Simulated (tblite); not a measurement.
Species: C6H8N2O (charge -1 and doublet state).
Z-matrix (Å and degrees, GFN2-xTB geometry), rows numbered from 1:
```
C 
N   1  1.2910
C   2  1.3539  1  121.60
C   3  1.4062  2  130.84  1   179.13
C   4  1.5081  3   93.15  2  -179.30
C   5  1.5284  4  117.35  3  -116.03
N   6  1.4680  5  114.09  4   -71.08
C   3  1.4416  2  136.51  1    -0.36
O   8  1.2336  3  139.54  2    -1.06
H   1  1.0839  2  117.69  3   179.84
H   1  1.0901  2  125.08  3    -0.25
H   4  1.0744  3  134.80  2    -2.52
H   5  1.1033  4  115.76  3   113.10
H   6  1.0957  5  110.07  4   168.02
H   6  1.0937  5  109.51  4    49.04
H   7  1.0186  6  108.04  5   -55.42
H   7  1.0177  6  107.31  5    58.53
```

Level: GFN2-xTB in tblite, geometry and Hessian alike; calculated harmonic values, unscaled, isolated species. Errors from tens to a few hundred cm⁻¹ against measured bands are possible. One conformer, not necessarily the lowest. Open shells enter through the occupations alone, without spin polarisation, and single modes of such species can be off by tens of per cent.

Harmonic wavenumbers (cm⁻¹): 55.1, 76.1, 128.0, 143.1, 178.8, 271.8, 292.5, 311.5, 321.5, 406.1, 447.9, 560.3, 594.0, 673.3, 729.1, 741.5, 820.5, 865.6, 935.4, 971.9, 1014.1, 1055.9, 1090.0, 1099.1, 1109.3, 1145.7, 1198.0, 1256.7, 1293.2, 1310.8, 1322.3, 1392.9, 1482.5, 1491.8, 1537.7, 1582.0, 1719.8, 2795.2, 2918.3, 2925.4, 2958.4, 3000.5, 3091.3, 3338.2, 3369.7.

A = 3665, B = 988.5, C = 824.2 MHz; mass 124.064 u (most abundant isotopes); point group C1, symmetry number 1; spin multiplicity 2.

Task: What is the zero-point energy?

Result: Half the sum of the wavenumbers: 28011 cm⁻¹ = 80.09 kcal/mol.

Task: Entropy at 200 K, 1 bar (ideal gas, RRHO, classical rotation)?

Result: Translation 38.40, rotation 27.88, vibration 17.64, spin (R ln 2) 1.38: S = 85.3 cal/(mol K).

Task: And Cp and H(200 K) − H(0)?

Result: Cp = 27.66 cal/(mol K), of which vibrations give 19.71 (their classical limit is 45 R = 89.4); H(200 K) − H(0) = 3.56 kcal/mol without the zero-point energy, 1.97 from vibrations.

Task: How do the functions run with temperature in this model?

Result: 
```json
{"T (K)": "100", "S (cal/(mol K))": "69.7", "Cp (cal/(mol K))": "18.2", "H − H(0) (kcal/mol)": "1.26", "G − H(0) (kcal/mol)": "-5.71", "ln q(vib)": "1.46"}
{"T (K)": "300", "S (cal/(mol K))": "98.3", "Cp (cal/(mol K))": "36.9", "H − H(0) (kcal/mol)": "6.79", "G − H(0) (kcal/mol)": "-22.69", "ln q(vib)": "6.38"}
{"T (K)": "500", "S (cal/(mol K))": "121.1", "Cp (cal/(mol K))": "53.2", "H − H(0) (kcal/mol)": "15.88", "G − H(0) (kcal/mol)": "-44.68", "ln q(vib)": "11.25"}
{"T (K)": "800", "S (cal/(mol K))": "149.8", "Cp (cal/(mol K))": "68.5", "H − H(0) (kcal/mol)": "34.36", "G − H(0) (kcal/mol)": "-85.46", "ln q(vib)": "18.17"}
{"T (K)": "1000", "S (cal/(mol K))": "165.8", "Cp (cal/(mol K))": "75.0", "H − H(0) (kcal/mol)": "48.74", "G − H(0) (kcal/mol)": "-117.06", "ln q(vib)": "22.42"}
```

q(vib) and H(0) count from the zero-point level.

Task: What must be added to the electronic energy to get the Gibbs energy at 200 K and 1 bar?

Result: ZPE + [H(200 K) − H(0)] − T·S = 80.09 + 3.56 − 17.06 = 66.59 kcal/mol.

Hindered rotation and anharmonicity are outside this model. Other conformers, if any are populated, would add a mixing term that is left out. The structure is chiral; the term R ln 2 for an equal mix with its mirror image is left out.
